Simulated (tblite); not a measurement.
Compound: C₂H₇F₃SeSi₂.
Bonds: F1–C2, C2–F3, C2–F4, C2–Se5, Se5–C6, C6–Si7, C6–Si8. Hydrogens: H9 on C6; H10, H11, H12 on Si7; H13, H14, H15 on Si8.

Computed with GFN2-xTB (tblite), gas phase: L-BFGS steps from a force-field or distance-geometry start until the largest atomic force falls under 0.01 eV/Å.

Step 1: E = -779.9102 eV
```
atom  x, y, z in Å  |  force x, y, z in eV/Å
F1      3.1325    1.2688    0.4287    0.194  -0.738  -0.743
C2      2.6885    0.2137   -0.3094   -0.193  -0.088   0.608
F3      3.6338   -0.2469   -1.1508   -0.532   0.600   0.808
F4      2.4109   -0.7470    0.5935    0.263   0.120  -0.368
Se5     1.0468    0.7444   -1.2573    0.226   0.560  -0.584
C6     -0.3788    0.2574   -0.0200   -0.050  -0.183   0.148
Si7    -1.9686    1.2328   -0.3601   -0.413   0.519   0.265
Si8    -0.7711   -1.5749   -0.2766    0.009  -0.673   0.017
H9     -0.0498    0.4682    0.9968    0.168   0.093  -0.078
H10    -2.8706    0.5289   -1.2714    0.103   0.100  -0.129
H11    -1.6490    2.5751   -0.8180    0.034   0.127  -0.116
H12    -2.6567    1.2985    0.9374    0.050  -0.006  -0.041
H13     0.3258   -2.1676   -1.0301    0.052  -0.178  -0.002
H14    -2.0096   -1.7263   -1.0582    0.176  -0.067   0.125
H15    -0.8885   -2.1170    1.0679   -0.088  -0.187   0.092
```

Step 2: E = -779.9896 eV
```
atom  x, y, z in Å  |  force x, y, z in eV/Å
F1      3.1368    1.2487    0.4087    0.404   0.067  -0.079
C2      2.6852    0.2104   -0.2921   -0.655   0.179  -0.222
F3      3.6190   -0.2310   -1.1293    0.033   0.219   0.192
F4      2.4180   -0.7424    0.5826   -0.024  -0.503   0.287
Se5     1.0528    0.7590   -1.2729    0.031   0.356  -0.213
C6     -0.3782    0.2532   -0.0135   -0.306  -0.168  -0.361
Si7    -1.9806    1.2472   -0.3534   -0.011   0.121   0.074
Si8    -0.7712   -1.5935   -0.2764    0.110  -0.214   0.089
H9     -0.0462    0.4702    0.9931    0.254   0.108   0.104
H10    -2.8679    0.5314   -1.2747    0.112   0.137  -0.082
H11    -1.6482    2.5779   -0.8208    0.037   0.215  -0.125
H12    -2.6551    1.2982    0.9359   -0.084   0.032   0.172
H13     0.3269   -2.1720   -1.0300    0.117  -0.227  -0.040
H14    -2.0049   -1.7279   -1.0548    0.068  -0.096   0.060
H15    -0.8907   -2.1215    1.0700   -0.086  -0.228   0.145
```

Question: Estimate the geometry and energy of step 3. (The exact step hangs on the optimiser's Hessian estimate; all steps are aligned on step 2, rigid shifts and turns removed.)

Answer: E = -780.0183 eV, largest force 0.552 eV/Å
```
atom  x, y, z in Å  |  force x, y, z in eV/Å
F1      3.1442    1.2440    0.4017    0.311   0.180   0.067
C2      2.6746    0.2118   -0.2904   -0.511   0.088  -0.188
F3      3.6149   -0.2229   -1.1201    0.078   0.103   0.007
F4      2.4196   -0.7486    0.5837   -0.093  -0.382   0.235
Se5     1.0549    0.7687   -1.2808   -0.076   0.256  -0.059
C6     -0.3819    0.2498   -0.0161   -0.234  -0.079  -0.290
Si7    -1.9847    1.2537   -0.3504    0.081   0.034   0.014
Si8    -0.7696   -1.6027   -0.2751    0.135  -0.091   0.097
H9     -0.0416    0.4723    0.9928    0.196   0.059  -0.059
H10    -2.8654    0.5343   -1.2769    0.108   0.149  -0.066
H11    -1.6474    2.5819   -0.8235    0.029   0.203  -0.107
H12    -2.6559    1.2987    0.9381   -0.107   0.045   0.205
H13     0.3290   -2.1767   -1.0305    0.123  -0.231  -0.038
H14    -2.0025   -1.7299   -1.0529    0.039  -0.107   0.043
H15    -0.8927   -2.1263    1.0728   -0.078  -0.226   0.139
```

The energy changes by -0.0287 eV. The first-order estimate −F·Δx gives -0.0354 eV and the mean of the old and new forces, exact on a quadratic surface, -0.0287 eV. The step makes an angle of 36° with the force vector and moves no atom by more than 0.013 Å.

The cost below is that of the whole relaxation. The run took 3.2 s on one thread, Arm Neoverse N1 (aarch64) (shared host).
